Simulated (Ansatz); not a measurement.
Molecule: C4H8N (charge 0, doublet). It need not be the lowest isomer of its formula. 
Coordinates optimised at B3LYP-D3(BJ)/def2-TZVP (Ansatz, a first-principles code):
SMILES: C1[C](N)CC1
```xyz
13

C     -1.5079     0.2756     0.3217
C     -0.6076    -0.9939     0.2447
C      0.5677    -0.0625     0.1244
C     -0.2929     1.1479    -0.1154
N      1.7800    -0.3454    -0.4991
H     -1.8453     0.4953     1.3333
H     -2.3652     0.2888    -0.3488
H     -0.7897    -1.5861    -0.6638
H     -0.6386    -1.6747     1.1003
H     -0.0919     2.0468     0.4746
H     -0.3445     1.4438    -1.1732
H      2.2104    -1.2114    -0.2040
H      2.4490     0.4123    -0.4770
```
Charge 0, spin multiplicity 2.

Quantity: atomisation energy (electronic, to ground-state atoms), in kcal/mol. Cores are frozen in the correlated levels unless marked. UHF or UKS for open shells. No spin-orbit coupling. No relativistic terms. The coupled-cluster limit lacks core correlation, which all-electron functionals hold. Basis-set limits of correlation are two-point, X^-3; Hartree-Fock from the larger set. The bracket is a focal-point correction in the basis named.

```csv
level,program,atomisation energy (kcal/mol)
HF/cc-pVTZ,Ansatz,886.5
revPBE-D4/def2-TZVPD,Ansatz + dftd4,1227.9
LC-wPBE-D3(BJ)/def2-TZVPD,Ansatz + dftd3,1232.6
wB97M-V/def2-TZVPD,Ansatz,1224.0
SCS-MP2/cc-pVDZ,Ansatz,1130.1
CCSD(T)/6-31G,Ansatz,1041.5
"RI-MP2/CBS(cc-pVTZ,cc-pVQZ)+[CCSD(T)-MP2]/cc-pVTZ",Ansatz,1217.6
```
